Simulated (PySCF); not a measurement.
CHO2 (SMILES O=C[O-]), charge -1, singlet, geometry from GFN2-xTB (in this run its highest filled SCF level lies above zero, so its values depend strongly on the basis, on diffuse functions most of all). Base run: TPSS/6-31G in PySCF.

The PySCF input:
```python
from pyscf import gto, scf, dft

mol = gto.Mole()
mol.atom = '''
    O    -1.03999170   -0.46775065   -0.00405004
    C    -0.07158051    0.29026371    0.00151333
    O     1.13823216    0.06937908    0.00197307
    H    -0.35644062    1.44539027    0.00753576
'''
mol.basis = '6-31g'
mol.charge = -1
mol.verbose = 4
mol.build()

mf = dft.RKS(mol)
mf.xc = 'tpss'
mf.kernel()
mf.analyze()
```

Each row names what was changed in the base input (with any setting that the change needs).

| change | ΔE vs base (mEh) | fitting functions |
|---|---|---|
| base | 0.000 | - |
| auxbasis = cc-pvtz-jkfit | -0.054 | 267 |
| auxbasis = cc-pvqz-jkfit | -0.033 | 369 |
| auxbasis = cc-pvtz-ri | -0.231 | 273 |
| auxbasis = autoaux | -0.847 | 254 |
| auxbasis = default (with mf = mf.density_fit()) | -0.069 | 233 |
| auxbasis = cc-pvdz-jkfit | -0.069 | 233 |
| auxbasis = def2-tzvp-ri | -0.172 | 243 |
| auxbasis = def2-universal-jkfit | -0.048 | 247 |
| auxbasis = def2-universal-jfit | -0.138 | 158 |

A fitting set is made for a task (jfit for Coulomb, jkfit for Coulomb and exchange, ri for correlation) and for a family of orbital bases.
